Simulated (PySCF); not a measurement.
C6H10, SMILES CC=C=CCC. The structure is a stationary point at PBE-D3(BJ)/def2-SVP. The structure was generated by enumeration; whether it is a known compound was not checked. The values are those of a single conformer.

Q: Give the equilibrium geometry at PBE-D3(BJ)/def2-SVP (PySCF confirms it by a frequency run) as bond lengths and angles. (Estimate from the structure and the level; the computed values follow.)

A: One answer among several that fit: 
Atoms: C1 C2 C3 C4 C5 C6 H7 H8 H9 H10 H11 H12 H13 H14 H15 H16. Bonded distances (Å): C1–C2 1.508, C1–H7 1.107, C1–H8 1.111, C1–H9 1.111, C2–C3 1.321, C2–H10 1.108, C3–C4 1.320, C4–C5 1.513, C4–H11 1.109, C5–C6 1.534, C5–H12 1.113, C5–H13 1.109, C6–H14 1.109, C6–H15 1.109, C6–H16 1.110. Angles (°): C2–C1–H7 111.6, C2–C1–H8 111.0, C2–C1–H9 111.0, H7–C1–H8 108.3, H7–C1–H9 108.3, H8–C1–H9 106.6, C1–C2–C3 125.5, C1–C2–H10 116.6, C3–C2–H10 117.9, C2–C3–C4 179.4, C3–C4–C5 125.4, C3–C4–H11 118.3, C5–C4–H11 116.2, C4–C5–C6 112.7, C4–C5–H12 108.7, C4–C5–H13 109.3, C6–C5–H12 109.1, C6–C5–H13 110.4, H12–C5–H13 106.4, C5–C6–H14 111.0, C5–C6–H15 111.3, C5–C6–H16 111.3, H14–C6–H15 108.0, H14–C6–H16 107.4, H15–C6–H16 107.6.
Charge 0, spin multiplicity 1.
